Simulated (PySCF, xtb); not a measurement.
1,3-thiazol-4-ylsilane (C3H5NSSi), SMILES [SiH3]c1cscn1.

Harmonic wavenumbers (cm⁻¹) from GFN2-xTB run with xtb 6.7.1 at its own minimum, in rising order: 45, 150, 173, 410, 434, 523, 548, 629, 635, 758, 766, 767, 776, 780, 787, 860, 918, 1078, 1135, 1288, 1444, 1514, 2252, 2276, 2278, 3153, 3169.

Problem. What does PBE-D3(BJ)/def2-SVP run with PySCF give at its own minimum? (An estimate is asked for; the answer gives what the named calculation found.)

Solution. 105, 158, 176, 394, 474, 576, 619, 628, 700, 730, 771, 787, 864, 875, 903, 905, 916, 1074, 1174, 1284, 1425, 1463, 2166, 2177, 2177, 3151, 3189. Paired by order, the mean absolute difference is 42 cm⁻¹ and the zero-point energies are 42.2 and 42.7 kcal/mol.
